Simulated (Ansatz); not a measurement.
CH4BFOSi (`FC1([SiH3])BO1`), charge 0, multiplicity 1.

Give a relaxed structure at PBE0-D4/def2-TZVP (the Gaussian-basis code of Ansatz). (Estimate.)

Ansatz gave: 
Cartesian coordinates in Å:
```
F 1.775 -0.303 -0.619
C 0.428 -0.300 -0.367
Si -0.060 0.947 0.959
B -0.384 -1.404 -1.019
O -0.335 -0.219 -1.628
H -1.527 0.831 1.152
H 0.301 2.320 0.528
H 0.652 0.599 2.213
H -0.849 -2.472 -1.219
```
This is one stationary point; other conformers may exist.
